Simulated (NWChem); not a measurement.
Molecule: C2H6F2Si; SMILES FC(F)C[SiH3]

```xyz
11

F      0.3859    -1.3034    -1.0917
C     -0.3957    -1.1229     0.0000
F      0.3859    -1.3034     1.0917
C     -0.9831     0.2638     0.0000
Si     0.2824     1.6826     0.0000
H     -1.1588    -1.9225     0.0000
H     -1.6310     0.3729     0.8847
H     -1.6310     0.3729    -0.8847
H      1.1410     1.6358    -1.2185
H     -0.4875     2.9639     0.0000
H      1.1410     1.6358     1.2185
```
Atoms are numbered in this order, from 1.

All runs: NWChem. Medium grid unless said otherwise, to which SCAN and Minnesota functionals are sensitive. The geometry was optimised at PBE0/def2-SVP. B3LYP is NWChem's, with the RPA form of VWN correlation.

Problem. Among these, which level gives the highest value of “orbital gap (eV)”?
A. B3LYP/def2-TZVP
B. r2SCAN/def2-TZVP
C. PBE0/def2-TZVP
D. TPSSh/def2-TZVP

Solution. C, PBE0/def2-TZVP. Values: r2SCAN/def2-TZVP 8.46; TPSSh/def2-TZVP 8.87; B3LYP/def2-TZVP 9.41; PBE0/def2-TZVP 9.88
